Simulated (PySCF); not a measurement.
# NMR problem set

Theory: shielding tensors at PBE0/pcSseg-1 (GIAO), geometry from GFN2-xTB, in PySCF (fast rotation and ring inversion assumed for equivalent nuclei, one computed conformer, isolated molecule, relativity neglected).

Scale: TMS for ¹H (σref 31.72) and ¹³C (σref 186.93) (reference shieldings calculated alike). Where no couplings were computed, multiplicities follow the n + 1 count of equivalent neighbours, and m marks all less simple cases (inequivalent or close neighbours, rings, F or P nearby). Shifts are as computed. Against solution values, carbons near 30 ppm lie about +3 ppm off and those near 130 ppm about +5 ppm (rms about the fit 2.1 ppm; single classes can miss by 10 ppm). Of 1328 compounds with measured shifts, 309 miss one by over three times the rms of a fit or turn the order of signals round; such compounds aren't used in these exercises. Signals without a measured value on file couldn't be tested in this way; 1H shifts scatter by 0.2 ppm about their fit, and single ones miss by 0.5 ppm.

Task: C6H10N2. ¹H NMR (400 MHz, computed): δ 6.97 (s, 1H), 3.55 (s, 3H), 2.39 (s, 3H), 2.27 (s, 3H). ¹³C{¹H} NMR (computed): δ 140.3 (C), 137.0 (CH), 125.9 (C), 32.4 (CH3), 15.6 (CH3), 10.7 (CH3). Identify the compound.

Result: `Cc1ncn(C)c1C`. The formula gives 3 degrees of unsaturation (1 ring in the answer). 6 carbon signals for 6 carbons: no two carbons are equivalent. Carbon types of the structure: 2 × C, 1 × CH, 3 × CH3, which accounts for all hydrogens. δC 140.3, 125.9: substituted aromatic carbon next to a ring nitrogen. δC 137.0: aromatic CH between two ring heteroatoms. δC 32.4: methyl carbon bonded to N; pulled downfield by the heteroatom. δH 2.39, 2.27: hydrogen on a methyl carbon on an aromatic ring; benzylic-type position, deshielded by the ring.

The data come from this structure; uniqueness wasn't tested.

Task: C6H10N2. ¹H NMR (400 MHz, computed): δ 7.29 (m, 1H), 7.19 (m, 1H), 4.01 (s, 3H), 2.56 (q, 2H), 1.16 (t, 3H). ¹³C{¹H} NMR (computed): δ 140.5, 132.8, 129.8, 39.6, 23.0, 22.7. What is it?

Result: SMILES c1(CC)cnn(C)c1. Rings plus π bonds: 3 (1 ring in the answer). 6 carbon signals for 6 carbons: no two carbons are equivalent. Carbon types of the structure: 1 × C, 2 × CH, 1 × CH2, 2 × CH3, which accounts for all hydrogens. δC 140.5, 129.8: aromatic CH next to a ring nitrogen. δC 132.8: substituted aromatic carbon. δC 22.7: sp3 CH2 on an aromatic ring; a saturated carbon with 2 carbon neighbours and no heteroatom attached. δH 4.01: hydrogen on a methyl carbon bonded to N; its carbon carries N, an electronegative neighbour.

The shifts were computed for this structure.
